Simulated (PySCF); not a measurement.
Job for PySCF: R-BP86/6-31G* on CH4GeO (a complex), monomers drawn apart or pushed together.

```python
from pyscf import gto, scf, dft, mp
from pyscf.data.elements import chemcore

mol = gto.M(
    atom='''
    C     0.24740009   -0.55475324    0.16938191
    O     0.25438942   -0.13741069   -0.87495369
    Ge   -0.15217219    0.16506704    4.30210852
    H     1.04812270    0.89613232    3.68306232
    H    -0.32431298    0.61717115    5.76139713
    H     0.08800682   -1.34989175    4.25948330
    H    -1.42292416    0.50920436    3.51144887
    ''',
    basis='6-31g*',
    cart=True,
    charge=0, spin=0, verbose=3, max_memory=1800)
mf = dft.RKS(mol, xc='b88,p86')
mf.conv_tol = 1e-8
mf.max_cycle = 100
mf.kernel()
if not mf.converged:
    mf = mf.newton().run(mf.mo_coeff, mf.mo_occ)
```

Program output:

```
converged SCF energy = -2192.68087569651
```

Self-consistency was reached.

Cost: very roughly 1.5 core-seconds.
